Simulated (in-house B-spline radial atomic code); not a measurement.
# BLYP excitations of the indium ion In³⁺

Method: BLYP. Computed with a B-spline radial code for spherical atoms: linear response of the closed shell [Kr] 4d10 with the functional's adiabatic kernel; scalar-relativistic (spin-free one-electron X2C), finite nucleus, no spin-orbit coupling, no double excitations, S, P, D and F terms only; shells from n = 2 respond. Only terms of natural parity with L up to 3 were computed.

Command:
```bash
python run_td.py task.json out
```
Settings (radii: box in bohr, nucleus in fm):
```
Z                        49
electrons                46
configuration            [Kr] 4d10
hamiltonian              x2c
method                   b88,lyp
box_radius               23.08
rms_radius               4.6156
intervals                72
```

Cost of the run: 4 s on 1 thread of Arm Neoverse N1, on a shared host.

The lowest states, in the order of their Tamm-Dancoff energies; the method's threshold (minus the highest occupied level) is 47.74 eV. Labels give the largest channel, * marks a mixed state, and oscillator strengths are full-response dipole values. Semilocal kernels can invert the small singlet-triplet splittings of Rydberg terms. Energies in eV:

| state | full response | Tamm-Dancoff | oscillator strength |
| --- | --- | --- | --- |
| 4d → 5s 3D | 13.957 | 13.978 | - |
| 4d → 5s 1D | 14.726 | 14.743 | - |
| 4d → 5p 3P | 22.156 | 22.179 | - |
| 4d → 5p 3F | 22.243 | 22.259 | - |
| 4d → 5p 1F | 22.678 | 22.679 | - |
| 4d → 5p 1P | 23.560 | 23.642 | 0.783 |
| 4d → 5d 3S | 32.69 | 32.70 | - |
| 4d → 5d 3D | 32.94 | 32.95 | - |
| 4d → 5d 1D | ? | ? | - |
| 4d → 6s 3D | 33.66 | 33.67 | - |
| 4d → 6s 1D | 33.80 | 33.80 | - |
| 4d → 5d 1S | 35.14 | 35.38 | - |
| 4d → 6p 3P | 36.35 | 36.36 | - |
| 4d → 6p 3F | 36.37 | 36.37 | - |
| 4d → 6p 1F | 36.47 | 36.47 | - |
| 4d → 6p 1P | 36.63 | 36.65 | 0.0317 |
| 4d → 4f 3P | 37.87 | 37.88 | - |
| 4d → 4f 3F | ? | ? | - |
| 4d → 4f 1F | 38.12 | 38.12 | - |
| 4d → 4f 1P | 38.70 | 38.75 | 0.806 |
| 4d → 6d 3S | 39.93 | 39.94 | - |
| 4d → 6d 3D | 40.01 | 40.01 | - |

Task: Where does 4d → 5d 1D lie?

Result: At 33.23 eV in full response, 33.24 eV in Tamm-Dancoff.

Task: Where does 4d → 4f 3F lie?

Result: At 37.95 eV in full response, 37.95 eV in Tamm-Dancoff.

Task: How large is the singlet-triplet splitting of 4d → 5s (D terms) in Tamm-Dancoff?

Result: 0.765 eV, from the unrounded values.

Task: What polarisabilities and dispersion coefficient does the method give?

Result: Dipole 3.567 bohr³, quadrupole 10.27 bohr⁵, C6 15.82 hartree·bohr⁶ for two such species.
